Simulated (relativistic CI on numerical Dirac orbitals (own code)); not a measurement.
## Ir⁺: q coefficients and field-shift factors

These numbers are calculated, not measured: Dirac-Coulomb-Breit CI, separate exchange-only KLI orbitals for each configuration, valence Slater integrals scaled by 0.85, P86 correlation energy added to each configuration, derivatives by finite differences, QED left out (own radial code, finite nucleus).

Configurations in the expansion (outside the closed core [Xe] 4f14): 5d⁷6s, 5d⁸, 5d⁶6s², 5d⁷6p, 5d⁷6d, 5d⁶6s6p, 5d⁷7s, 5d⁷7d. Levels of other configurations are missing.

With x = (α/α₀)² − 1 an excitation energy changes as ω = ω₀ + qx; K = 2q/ω₀ is the relative enhancement. Terms are leading LS components, so labels can repeat. The field-shift factor is F = δν/δ⟨r²⟩ for the transition from the lowest level.

Lowest level 5d⁷6s ⁵F5.

| Level | ω₀ (cm⁻¹) | q (cm⁻¹) | K | F (GHz/fm²) |
| --- | --- | --- | --- | --- |
| 5d⁸ ³F4 | 882.6 | 31110 | 70.5 | -48.6 |
| 5d⁸ ³P2 | 2664.7 | 14750 | 11.1 | -24 |
| 5d⁷6s ⁵F4 | 4635.0 | 3930 | 1.7 | 0.104 |
| 5d⁸ ³F3 | 7097.1 | 28840 | 8.13 | -35.4 |
| 5d⁷6s ⁵F3 | 8099.7 | 13770 | 3.4 | -9.66 |
| 5d⁸ ³F2 | 8134.5 | 19790 | 4.87 | -23.3 |
| 5d⁸ ³P1 | 8644.9 | 12390 | 2.87 | -11.9 |
| 5d⁸ ³P0 | 10202.3 | 21710 | 4.26 | -24.9 |
| 5d⁷6s ⁵F2 | 10272.0 | 15540 | 3.03 | -10.6 |
| 5d⁷6s ⁵F1 | 11145.2 | 11960 | 2.15 | -4.08 |
| 5d⁷6s ³F4 | 12685.1 | 8448 | 1.33 | -10.6 |
| 5d⁷6s ⁵P3 | 13761.4 | 3291 | 0.478 | 0.585 |
| 5d⁸ ³F2 | 15311.8 | 23940 | 3.13 | -22.6 |
| 5d⁷6s ⁵P2 | 17311.3 | 14980 | 1.73 | -11.3 |
| 5d⁷6s ³G5 | 17561.5 | 4599 | 0.524 | 0.206 |
| 5d⁸ ¹G4 | 17572.7 | 21570 | 2.45 | -24.3 |
| 5d⁷6s ³F3 | 18795.6 | 6650 | 0.708 | -2.21 |
| 5d⁷6s ⁵P1 | 19215.3 | 13450 | 1.4 | -6.86 |
| 5d⁷6s ³G4 | 20432.6 | 7317 | 0.716 | -1.56 |
| 5d⁷6s ³F2 | 21063.2 | 7076 | 0.672 | -5.2 |
| 5d⁷6s ³H6 | 22456.4 | 5329 | 0.475 | 0.722 |
| 5d⁷6s ¹P1 | 22681.3 | 4697 | 0.414 | -2.76 |
| 5d⁷6s ³G3 | 23309.2 | 8088 | 0.694 | 1.65 |

For a near-neutral ion this model can misplace configurations by up to about 10,000 cm⁻¹ (more where the count of f electrons changes) and terms by 10 to 25 % of their spread. Rates follow the energies as ν³ (E1, M1) or ν⁵ (E2), so they and the lifetimes can be off by large factors. The fine structure of a lone outer electron comes out too small, for d and f at times inverted, and misplaced configurations move strength between like terms.
